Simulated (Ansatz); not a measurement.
What each rung costs, and what it gives

The pair of HCN (SMILES C#N, atoms 1–3) and H2Te (SMILES [TeH2], atoms 4–6), both closed shells, in one local arrangement (a lower one may exist), relaxed at PBE0-D4/def2-TZVP:

C1  (-0.012, -0.022, -2.415)
N2  (0.321, 0.283, -1.363)
H3  (-0.322, -0.307, -3.397)
Te4  (-0.404, 0.559, 2.763)
H5  (0.132, 0.367, 1.208)
H6  (0.284, -0.881, 3.204)
(Å)

Interaction energies are counterpoise-corrected; the time is that of the whole pair.

Program: Ansatz 0.2.0. Basis: as named in each row. Cores are frozen in the correlated methods. Filled d shells of the heavier atoms are correlated. Core potentials replace the inner electrons of the atoms past krypton. The def2 sets are not built for correlating such inner shells, so the correlated values are less sure here. B3LYP uses VWN-RPA correlation. Extrapolation: Hartree–Fock as exp(−7.88 √X), correlation as X^−2.97.

Times are rough, for one single point on 2 threads of a shared host (Intel Xeon 6975P-C).

The estimate by CCSD(T) at an estimated basis limit (MP2 extrapolated from triple and quadruple zeta, plus CCSD(T) − MP2 in triple zeta) is -1.29 kcal/mol.

| method | basis | time (s) | interaction energy (kcal/mol) | method less estimate |
| --- | --- | --- | --- | --- |
| SPW92 | def2-SVP | under 1 | -2.41 | -1.12 |
| PBE-D4 | def2-SVP | under 1 | -1.62 | -0.34 |
| PBE0-D4 | def2-SVP | under 1 | -1.55 | -0.26 |
| revPBE-D4 | def2-TZVPPD | 1 | -1.12 | 0.17 |
| PBE-D4 | def2-TZVPPD | 1 | -1.49 | -0.20 |
| BLYP-D4 | def2-TZVPPD | 2 | -1.03 | 0.25 |
| r2SCAN-D4 | def2-TZVPPD | 2 | -0.99 | 0.29 |
| CCSD(T) | def2-SVP | 2 | -0.72 | 0.57 |
| B3LYP-D4 | def2-TZVPPD | 2 | -1.16 | 0.13 |
| HSE06-D4 | def2-TZVPPD | 2 | -1.41 | -0.12 |
| PBE0-D4 | def2-TZVPPD | 2 | -1.39 | -0.10 |
| wB97M-V | def2-SVP | 3 | -1.24 | 0.05 |
| B2PLYP | def2-TZVPPD | 4 | -0.84 | 0.45 |
| wB97M-V | def2-TZVPPD | 4 | -1.09 | 0.20 |
| wB97X-V | def2-TZVPPD | 5 | -1.15 | 0.13 |
| B97M-V | def2-TZVPPD | 6 | -1.03 | 0.26 |
| MP2 | def2-QZVPPD | 8 | -1.52 | -0.23 |
| CCSD(T) | def2-TZVPPD | 24 | -1.13 | 0.16 |

The T1 diagnostic stays at or below 0.015.
